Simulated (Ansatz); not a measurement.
Species: H₄Sn, SMILES `[SnH4]` (charge 0, multiplicity 1).

Problem. Give a relaxed geometry from Ansatz (a program for electronic structure) with B3LYP-D3(BJ)/def2-SVP.

Solution. the end point of this relaxation (outside a Z-matrix the atoms follow the SMILES, hydrogens last).
Z-matrix (Å, degrees):
```
Sn
H 1 1.7167
H 1 1.7167 2 109.47
H 1 1.7167 2 109.47 3 120.00
H 1 1.7167 2 109.47 4 120.00
```
